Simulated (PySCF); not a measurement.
trans-1,3,3,3-tetrafluoropropene cation (C3H2F4), SMILES F/C=C/C(F)(F)F (connectivity only; charge and spin as stated), charge +1, multiplicity 2.

Geometry: PBE0-D3(BJ)/def2-SVP. The spin state was assumed, not searched.

These are PySCF 2.14.0 with PBE0-D3(BJ)/def2-SVP values and carry that method's errors.

No scaling factor is applied to the harmonic values.

```tsv
mode	ν (cm⁻¹)	IR (km/mol)	moving atoms (share of kinetic energy)
1	45	0.2	F 53 %, C 30 %, H 17 %
2	142	18.6	F 39 %, C 35 %, H 25 %
3	178	10.6	F 74 %, C 22 %
4	340	8.3	F 45 %, C 33 %, H 22 %
5	368	10.6	F 80 %, C 18 %
6	412	22.0	F 54 %, C 38 %, H 8 %
7	542	0.5	F 85 %, C 10 %
8	566	5.6	F 77 %, C 18 %
9	715	37.5	F 61 %, C 34 %
10	789	15.6	H 71 %, C 24 %
11	911	12.3	F 52 %, C 31 %, H 16 %
12	965	0.1	H 51 %, C 46 %
13	1182	120.3	H 45 %, C 38 %, F 16 %
14	1262	29.7	C 62 %, H 31 %
15	1284	254.5	C 71 %, F 29 %
16	1313	148.5	C 47 %, H 34 %, F 19 %
17	1325	219.7	C 53 %, H 35 %, F 12 %
18	1396	45.9	C 65 %, F 22 %, H 13 %
19	1640	203.0	C 78 %, H 12 %, F 10 %
20	3192	79.8	H 92 %, C 8 %
21	3199	25.2	H 91 %, C 9 %
```
